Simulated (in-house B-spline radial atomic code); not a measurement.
A fraction x of an electron is removed from 1s in the beryllium ion Be²⁺, starting from 1s2 and keeping the highest spin. Level of theory: non-relativistic revTPSS, spin-polarised, spherical fractional occupations, point nucleus; calculated with a radial B-spline atomic code at the basis-set limit.

| x | E(x) - E(0) (eV) | 1s down level (eV) |
| --- | --- | --- |
| 0 | 0.0000 | -134.185 |
| 0.08 | 10.8749 | -137.683 |
| 0.25 | 34.9062 | -145.007 |
| 0.28 | 39.2755 | -146.276 |
| 0.44 | 63.2113 | -152.862 |
| 0.5 | 72.4542 | -155.221 |
| 0.61 | 89.7563 | -159.302 |
| 0.64 | 94.5511 | -160.344 |
| 0.85 | 128.9065 | -166.547 |
| 0.94 | 144.0118 | -169.289 |
